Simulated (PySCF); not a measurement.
# Correlation energy of Si⁺ (silicon, charge +1)

[Ne] 3s2 3p1, 2P determinant. All numbers are calculated (PySCF 2.14, scalar relativity by spin-free X2C-1e, in x2c-SVPall). Frozen: [Ne]; 3 electrons correlated.

MP2 pair energies summed by pair of shells (mhartree):

```csv
pair,energy,share (%)
3s-3s,-20.77,59.0
3s-3p,-14.44,41.0
```

Total MP2 correlation energy: -35.21 mhartree.

Same-spin part -2.15 and opposite-spin part -33.06 mhartree; SCS-MP2 scales them by 1/3 and 6/5 to -40.39 mhartree.

```
  level  correlation energy (mhartree)
   CCSD                         -52.92
    (T)                          -0.66
CCSD(T)                         -53.58
```

Diagnostics: T1 = 0.011, D1 = 0.0254, largest double amplitude 0.111.

Cost of the coupled-cluster step: 0.09 s of wall time on 1 thread of Neoverse-V1 (shared host), for 3 correlated electrons.

Iterations:

```
CC2 = 0
CCSD nocc = (np.int64(2), np.int64(1)), nmo = (13, 13)
frozen orbitals [[0, 1, 2, 3, 4], [0, 1, 2, 3, 4]]
max_cycle = 100
direct = 0
conv_tol = 1e-08
conv_tol_normt = 1e-06
diis_space = 8
diis_start_cycle = 0
Init t2, MP2 energy = -0.0352118645096083
Init E_corr(UCCSD) = -0.0352118645099311
cycle = 1  E_corr(UCCSD) = -0.0463426745620368  dE = -0.0111308101  norm(t1,t2) = 0.0548484
cycle = 2  E_corr(UCCSD) = -0.0502116450700287  dE = -0.00386897051  norm(t1,t2) = 0.0231882
cycle = 3  E_corr(UCCSD) = -0.0529184972209521  dE = -0.00270685215  norm(t1,t2) = 0.0106925
cycle = 4  E_corr(UCCSD) = -0.0528994906645943  dE = 1.90065564e-05  norm(t1,t2) = 0.00130608
cycle = 5  E_corr(UCCSD) = -0.0529203695812644  dE = -2.08789167e-05  norm(t1,t2) = 0.000167737
cycle = 6  E_corr(UCCSD) = -0.0529133617091512  dE = 7.00787211e-06  norm(t1,t2) = 2.90575e-05
cycle = 7  E_corr(UCCSD) = -0.0529158623546599  dE = -2.50064551e-06  norm(t1,t2) = 8.18057e-06
cycle = 8  E_corr(UCCSD) = -0.0529152717826477  dE = 5.90572012e-07  norm(t1,t2) = 2.03424e-06
cycle = 9  E_corr(UCCSD) = -0.052915321555727  dE = -4.97730792e-08  norm(t1,t2) = 2.3069e-07
cycle = 10  E_corr(UCCSD) = -0.0529153165308996  dE = 5.02482735e-09  norm(t1,t2) = 3.35668e-08
UCCSD converged
E(UCCSD) = -289.1205053226536  E_corr = -0.05291531653089963
UCCSD(T) correction = -0.000656990065134925
```
